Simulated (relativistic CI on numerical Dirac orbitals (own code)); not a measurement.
Pt XXVIII: sensitivity of the levels to the model

Base calculation: Dirac-Coulomb-Breit CI, separate exchange-only KLI orbitals for each configuration, a model potential for QED, unscaled Slater integrals.

CI space (outside the closed core [Ar] 3d10 4p6 4d10): 4s2 4f5, 4s2 4f4 5s, 4s2 4f3 5s2, 4s2 4f4 5p, 4s2 4f3 5s 5p, 4s2 4f3 5p2, 4s 4f6, 4s2 4f4 6s. Levels of other configurations are missing.

Variants: (1) configuration mixing switched off; (2) non-relativistic limit. Shifts of the energy above 4s2 4f5 6H°_5/2, in cm⁻¹, for the lowest level and the first level of each name with at least 55 % of one term (blank where a level changes its place among those of its configuration and J or its character, or is not in the variant):

```
           Level      Base   Δ(1)      Δ(2)
 4s2 4f5 6H°_5/2       0.0    0.0       0.0
 4s2 4f5 6H°_7/2   16320.7  -26.4  -16320.7
 4s2 4f5 6H°_9/2   30007.8  -38.5  -30007.8
 4s2 4f5 6F°_3/2   32825.3   -5.8  -17733.4
 4s2 4f5 6F°_1/2   35148.6  -28.0  -20056.7
4s2 4f5 6H°_11/2   40811.0  -38.2  -40811.0
 4s2 4f5 6F°_7/2   45768.6   -9.9  -30676.7
4s2 4f5 6H°_13/2   49038.4  -30.3  -49038.3
 4s2 4f5 6F°_9/2   58542.0  -14.0  -43450.0
4s2 4f5 6F°_11/2   69856.1  -14.8  -54764.2
 4s2 4f5 4F°_3/2   71966.7  +60.9  -18651.9
 4s2 4f5 4I°_9/2   75379.2  +33.8  -22650.0
4s2 4f5 4M°_17/2   83726.8  -42.7  -30394.3
 4s2 4f5 2P°_1/2   89131.0  +94.3          
4s2 4f5 4M°_19/2   96070.8  -45.4  -42738.3
 4s2 4f5 4F°_5/2  100943.7  +76.1          
4s2 4f5 4K°_17/2  120413.6  -28.5          
 4s2 4f5 4G°_5/2  122627.1  +65.0          
4s2 4f5 4K°_15/2  128095.4  -22.7          
 4s2 4f5 4P°_1/2  132056.4  +51.1  -53558.0
4s2 4f5 2N°_19/2  135730.7  -34.5  -46213.0
```

At this charge energies of transitions that change n are usually good to better than 1 %, and those within a shell (Δn = 0) to a few per cent. Terms inside the open d or f shell come out 10 to 20 % too wide with unscaled integrals.

Ionisation energy from the two ground configurations alone: base 907.561 eV. The NIST ASD value (theoretical) is 930 eV. The gap of more than 2 % comes from missing correlation, or from a tabulated value that is itself an estimate.

LS names give the leading component of a level, which can be under half, so a name can repeat, a term be missing and a line seem to break the LS rules.
